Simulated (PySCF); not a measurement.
PySCF input for Ge(H)(F)2(Me) (CH4F2Ge), SMILES [CH3][GeH]([F])[F], TDDFT-PBE/def2-SVPD. Coordinates come from a B3LYP-D3(BJ)/def2-SVP optimisation.

```python
import numpy as np
from pyscf import gto, scf, dft, tdscf

mol = gto.M(
    atom='''
    Ge    0.04837708    0.27897142   -0.00000000
    C    -1.79837240   -0.29871724   -0.00000000
    F     0.85076067   -0.42617402   -1.37499547
    F     0.85076067   -0.42617402    1.37499548
    H     0.38040311    1.77746660    0.00000000
    H    -2.31124669    0.07834124   -0.89693726
    H    -2.31124670    0.07834125    0.89693728
    H    -1.82943404   -1.39779859    0.00000000
    ''',
    basis='def2-SVPD',
    charge=0,
    spin=0,
    symmetry=True,
    max_memory=1600,
    verbose=4,
)
mf = dft.RKS(mol, xc='pbe').density_fit(auxbasis='def2-universal-jkfit')
mf.grids.level = 3
mf.conv_tol = 1e-9
mf.max_cycle = 100
mf.kernel()
mf.grids = dft.Grids(mol).set(level=1).build(with_non0tab=True)  # coarser grid for the response kernel
td = tdscf.TDDFT(mf)
td.singlet = True
td.nstates = 10
td.conv_tol = 1e-4
td.positive_eig_threshold = 1e-6
td.kernel(x0=td.get_init_guess(mf, 15))
td.analyze()
tt = tdscf.TDA(mf)
tt.singlet = False
tt.nstates = 4
tt.conv_tol = 1e-4
tt.positive_eig_threshold = 1e-6
tt.kernel(x0=tt.get_init_guess(mf, 9))
tt.analyze(verbose=3)
```

It prints:

```
PySCF version 2.14.0

[INPUT] verbose = 4
[INPUT] num. atoms = 8
[INPUT] num. electrons = 60
[INPUT] charge = 0
[INPUT] spin (= nelec alpha-beta = 2S) = 0
[INPUT] symmetry True subgroup None
[INPUT] Mole.unit = angstrom
[INPUT] Symbol           X                Y                Z      unit          X                Y                Z       unit  Magmom
[INPUT]  1 Ge     0.048377080000   0.278971420000   0.000000000000 AA    0.091419431906   0.527179580381   0.000000000000 Bohr   0.0
[INPUT]  2 C     -1.798372400000  -0.298717240000   0.000000000000 AA   -3.398431305977  -0.564493772286   0.000000000000 Bohr   0.0
[INPUT]  3 F      0.850760670000  -0.426174020000  -1.374995470000 AA    1.607704663851  -0.805352179205  -2.598364860818 Bohr   0.0
[INPUT]  4 F      0.850760670000  -0.426174020000   1.374995480000 AA    1.607704663851  -0.805352179205   2.598364879715 Bohr   0.0
[INPUT]  5 H      0.380403110000   1.777466600000   0.000000000000 AA    0.718857694833   3.358925069562   0.000000000000 Bohr   0.0
[INPUT]  6 H     -2.311246690000   0.078341240000  -0.896937260000 AA   -4.367623250408   0.148043487859  -1.694965772318 Bohr   0.0
[INPUT]  7 H     -2.311246700000   0.078341250000   0.896937280000 AA   -4.367623269305   0.148043506756   1.694965810112 Bohr   0.0
[INPUT]  8 H     -1.829434040000  -1.397798590000   0.000000000000 AA   -3.457129298557  -2.641456512403   0.000000000000 Bohr   0.0

nuclear repulsion = 316.461108082582
point group symmetry = Cs
symmetry origin: [-3.14954356e-09  4.40936098e-09  3.46449798e-09]
symmetry axis x: [ 1.00000000e+00 -2.37755773e-09  1.93549048e-09]
symmetry axis y: [-2.37755773e-09 -1.00000000e+00 -1.14864017e-09]
symmetry axis z: [-1.93549048e-09 -1.14864017e-09  1.00000000e+00]
num. orbitals of irrep A' = 83
num. orbitals of irrep A" = 53
number of shells = 56
number of NR pGTOs = 216
number of NR cGTOs = 136
basis = def2-SVPD
ecp = {}


******** <class 'pyscf.df.df_jk.DFSymAdaptedRKS'> ********
method = DFSymAdaptedRKS
initial guess = minao
damping factor = 0
level_shift factor = 0
DIIS = <class 'pyscf.scf.diis.CDIIS'>
diis_start_cycle = 1
diis_space = 8
diis_damp = 0
SCF conv_tol = 1e-09
SCF conv_tol_grad = None
SCF max_cycles = 100
direct_scf = False
XC library pyscf.dft.libxc version 7.1.2
    S. Lehtola, C. Steigemann, M. J. T. Oliveira, and M. A. L. Marques,  SoftwareX 7, 1–5 (2018)
XC functionals = pbe
    J. P. Perdew, K. Burke, and M. Ernzerhof,  Phys. Rev. Lett. 77, 3865 (1996)
    J. P. Perdew, K. Burke, and M. Ernzerhof,  Phys. Rev. Lett. 78, 1396 (1997)
    J. P. Perdew, K. Burke, and M. Ernzerhof,  Phys. Rev. Lett. 77, 3865 (1996)
    J. P. Perdew, K. Burke, and M. Ernzerhof,  Phys. Rev. Lett. 78, 1396 (1997)
radial grids:
    Treutler-Ahlrichs [JCP 102, 346 (1995); DOI:10.1063/1.469408] (M4) radial grids

becke partition: Becke, JCP 88, 2547 (1988); DOI:10.1063/1.454033
pruning grids: <function nwchem_prune>
grids dens level: 3
symmetrized grids: True
atomic radii adjust function: <function treutler_atomic_radii_adjust>
small_rho_cutoff = 0
Freeze 0 electrons in irreps []
    60 free electrons in irreps A' A"
Set gradient conv threshold to 3.16228e-05
Initial guess from minao.
tot grids = 102520
init E= -2315.70149839939
HOMO (A') = -0.338847093520763  LUMO (A') = -0.0477987142364054  gap/eV = 7.91983
cycle= 1 E= -2316.13139155262  delta_E= -0.43  |g|= 0.998  |ddm|= 3.37
HOMO (A") = -0.194955911394322  LUMO (A") = -0.0153151244142822  gap/eV = 4.88827
cycle= 2 E= -2315.45332800289  delta_E= 0.678  |g|= 2.25  |ddm|= 2.69
HOMO (A') = -0.290902006833468  LUMO (A') = -0.0280396150712816  gap/eV = 7.15285
cycle= 3 E= -2316.27864887341  delta_E= -0.825  |g|= 0.293  |ddm|= 1.86
HOMO (A') = -0.297653560804396  LUMO (A') = -0.0236967103418952  gap/eV = 7.45475
cycle= 4 E= -2316.29385939661  delta_E= -0.0152  |g|= 0.0744  |ddm|= 0.347
HOMO (A') = -0.29675964015267  LUMO (A') = -0.0240900199953744  gap/eV = 7.41972
cycle= 5 E= -2316.29488344283  delta_E= -0.00102  |g|= 0.0266  |ddm|= 0.0904
HOMO (A') = -0.297934213048916  LUMO (A') = -0.0246445440284733  gap/eV = 7.43659
cycle= 6 E= -2316.29506045412  delta_E= -0.000177  |g|= 0.00472  |ddm|= 0.0306
HOMO (A') = -0.29748014918394  LUMO (A') = -0.0243795496093582  gap/eV = 7.43145
cycle= 7 E= -2316.29506570631  delta_E= -5.25e-06  |g|= 0.000953  |ddm|= 0.00647
HOMO (A') = -0.297555230750942  LUMO (A') = -0.0244360319973693  gap/eV = 7.43195
cycle= 8 E= -2316.29506589038  delta_E= -1.84e-07  |g|= 0.000119  |ddm|= 0.00111
HOMO (A') = -0.297564717676219  LUMO (A') = -0.0244437547505405  gap/eV = 7.43200
cycle= 9 E= -2316.29506589436  delta_E= -3.98e-09  |g|= 1.81e-05  |ddm|= 0.000196
HOMO (A') = -0.29756568697226  LUMO (A') = -0.0244438251783401  gap/eV = 7.43202
cycle= 10 E= -2316.29506589447  delta_E= -1.11e-10  |g|= 4.72e-06  |ddm|= 4.02e-05
HOMO (A') = -0.297565109913946  LUMO (A') = -0.0244435741616043  gap/eV = 7.43202
Extra cycle  E= -2316.29506589444  delta_E= 2.68e-11  |g|= 8.36e-06  |ddm|= 1.27e-05
converged SCF energy = -2316.29506589444
tot grids = 33088
Overwritten attributes  positive_eig_threshold  of <class 'pyscf.tdscf.rks.CasidaTDDFT'>


******** <class 'pyscf.tdscf.rks.CasidaTDDFT'> for <class 'pyscf.df.df_jk.DFSymAdaptedRKS'> ********
nstates = 10 singlet
deg_eia_thresh = 1.000e-03
wfnsym = None
conv_tol = 0.0001
eigh lindep = 1e-12
eigh level_shift = 0
eigh max_cycle = 100


Excitation energies (eV)
[7.6577601  7.71866919 7.97191598 8.49363881 8.68529944 8.73709778
 8.82293829 8.89051155 8.9345356  8.94467645]

** Singlet excitation energies and oscillator strengths **
Excited State   1:   A"      7.65776 eV    161.91 nm  f=0.0012
      30 -> 32        0.70570
Excited State   2:   A'      7.71867 eV    160.63 nm  f=0.0386
      30 -> 31       -0.64298
      30 -> 33        0.22428
      30 -> 34       -0.17122
Excited State   3:   A'      7.97192 eV    155.53 nm  f=0.0768
      30 -> 31       -0.16882
      30 -> 33       -0.65153
      30 -> 34       -0.19879
Excited State   4:   A'      8.49364 eV    145.97 nm  f=0.1625
      27 -> 32       -0.10988
      30 -> 31        0.18516
      30 -> 33        0.12651
      30 -> 34       -0.62792
      30 -> 36        0.11771
Excited State   5:   A"      8.68530 eV    142.75 nm  f=0.0069
      28 -> 32        0.12097
      29 -> 31        0.65607
      29 -> 33        0.21886
Excited State   6:   A'      8.73710 eV    141.91 nm  f=0.0125
      28 -> 31        0.43481
      29 -> 32       -0.54257
Excited State   7:   A"      8.82294 eV    140.52 nm  f=0.0003
      27 -> 31        0.69103
Excited State   8:   A'      8.89051 eV    139.46 nm  f=0.0622
      27 -> 32        0.46468
      28 -> 31        0.36586
      28 -> 33        0.11305
      29 -> 32        0.33820
Excited State   9:   A"      8.93454 eV    138.77 nm  f=0.0048
      28 -> 32        0.48080
      29 -> 33       -0.50513
Excited State  10:   A'      8.94468 eV    138.61 nm  f=0.0442
      27 -> 32        0.50487
      28 -> 31       -0.31813
      28 -> 33       -0.20919
      29 -> 32       -0.25743

** Transition electric dipole moments (AU) **
state          X           Y           Z        Dip. S.      Osc.
  1         0.0000      0.0000     -0.0797      0.0064      0.0012
  2        -0.3392     -0.2984     -0.0000      0.2041      0.0386
  3        -0.5996     -0.1841     -0.0000      0.3934      0.0768
  4         0.6036      0.6453      0.0000      0.7807      0.1625
  5         0.0000      0.0000     -0.1801      0.0324      0.0069
  6         0.0633     -0.2329     -0.0000      0.0583      0.0125
  7        -0.0000     -0.0000      0.0384      0.0015      0.0003
  8         0.5326     -0.0430      0.0000      0.2855      0.0622
  9        -0.0000     -0.0000      0.1488      0.0222      0.0048
 10        -0.0924      0.4396     -0.0000      0.2018      0.0442

** Transition velocity dipole moments (imaginary part, AU) **
state          X           Y           Z        Dip. S.      Osc.
  1        -0.0000      0.0000     -0.0226      0.0005      0.0012
  2        -0.1006     -0.0865     -0.0000      0.0176      0.0414
  3        -0.1799     -0.0542     -0.0000      0.0353      0.0803
  4         0.1926      0.2064      0.0000      0.0797      0.1702
  5         0.0000     -0.0000     -0.0546      0.0030      0.0062
  6         0.0229     -0.0773      0.0000      0.0065      0.0135
  7         0.0000      0.0000      0.0132      0.0002      0.0004
  8         0.1769     -0.0131      0.0000      0.0315      0.0642
  9         0.0000     -0.0000      0.0476      0.0023      0.0046
 10        -0.0301      0.1435      0.0000      0.0215      0.0436

** Transition magnetic dipole moments (imaginary part, AU) **
state          X           Y           Z
  1         0.8651     -0.7619     -0.0000
  2        -0.0000      0.0000      0.9269
  3        -0.0000      0.0000     -0.6086
  4        -0.0000     -0.0000      0.6684
  5        -0.2575     -0.4824     -0.0000
  6        -0.0000     -0.0000     -0.0566
  7         0.3041     -0.1241     -0.0000
  8        -0.0000     -0.0000      0.0940
  9        -0.5652     -0.3215      0.0000
 10         0.0000      0.0000     -0.0234
Overwritten attributes  positive_eig_threshold  of <class 'pyscf.tdscf.rks.TDA'>


******** <class 'pyscf.tdscf.rks.TDA'> for <class 'pyscf.df.df_jk.DFSymAdaptedRKS'> ********
nstates = 4 triplet
deg_eia_thresh = 1.000e-03
wfnsym = None
conv_tol = 0.0001
eigh lindep = 1e-12
eigh level_shift = 0
eigh max_cycle = 100


Excitation energies (eV)
[7.07710309 7.32441582 7.59626528 7.9685211 ]

** Triplet excitation energies and oscillator strengths **
Excited State   1:   A'      7.07710 eV    175.19 nm  f=0.0000
Excited State   2:   A"      7.32442 eV    169.28 nm  f=0.0000
Excited State   3:   A'      7.59627 eV    163.22 nm  f=0.0000
Excited State   4:   A'      7.96852 eV    155.59 nm  f=0.0000
```

The run converged.

Cost: about 60 core-seconds (a rough figure).
